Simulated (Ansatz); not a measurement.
`N[Si](O)([SiH3])Cl` + H₂ → `N[SiH]([SiH3])Cl` + H₂O at 500 K and 1 bar (hydrogenolysis of the Si–O bond).

Calculated with Ansatz (gas phase, PBE0-D4/def2-TZVP geometries, no zero-point term in ΔE). CBS: MP2 limit from def2 TZ/QZ plus the TZ coupled-cluster correction, frozen cores. This one scheme is used for every species. Each species was taken in one conformer, which may not be the lowest.

| species | CCSD(T)/CBS energy (Eh) | H − E (kJ/mol) | S (J/(mol·K)) |
| --- | --- | --- | --- |
| `N[Si](O)([SiH3])Cl` | -1171.56069 | 234.8 | 477.4 |
| H₂ | -1.17544 | 41.0 | 145.5 |
| `N[SiH]([SiH3])Cl` | -1096.32520 | 211.5 | 425.1 |
| H₂O | -76.37941 | 73.2 | 206.3 |

H − E and S are ideal-gas, rigid-rotor, harmonic terms from PBE0-D4/def2-TZVP, for one conformer and one mirror image of each species. For small species the MP2-based limit differs from directly extrapolated CCSD(T) by up to some mEh (0.8 for H₂); such offsets cancel only in part. 1 Eh = 2625.50 kJ/mol, R = 8.31446 J/(mol·K).

By hand: ΔE, ΔH, ΔS and ΔG.

ΔE = (-1096.32520) + (-76.37941) − (-1171.56069) − (-1.17544) = 0.03152 Eh = 82.8 kJ/mol. Δ(H − E) = 211.5 + 73.2 − 234.8 − 41.0 = 8.9, so ΔH = 91.7 kJ/mol. ΔS = 425.1 + 206.3 − 477.4 − 145.5 = 8.5 J/(mol·K). ΔG = 91.7 − 500 × (8.5)/1000 = 87.5 kJ/mol.

By hand: the equilibrium constant, and the temperature at which ΔG would vanish if ΔH and ΔS stayed fixed.

log₁₀ K = −ΔG/(RT ln 10) = -9.1. ΔG = 0 at ΔH/ΔS = 10788 K, far beyond where these terms or the molecules hold.

The number of gas molecules stays the same, so ΔS is small and ΔH decides. A doubt of 5 kJ/mol in ΔE shifts log₁₀ K by 0.5 here. Other conformers and mirror images would add mixing entropy, several J/(mol·K) or more a flexible species. Modes under 60 cm⁻¹, often nearly free rotors, make the harmonic entropy too high. These are equilibria of isolated gas molecules and say nothing of rates. Largest T1 diagnostic: 0.012 (customary marks: 0.02 for closed shells, 0.045 for open ones).
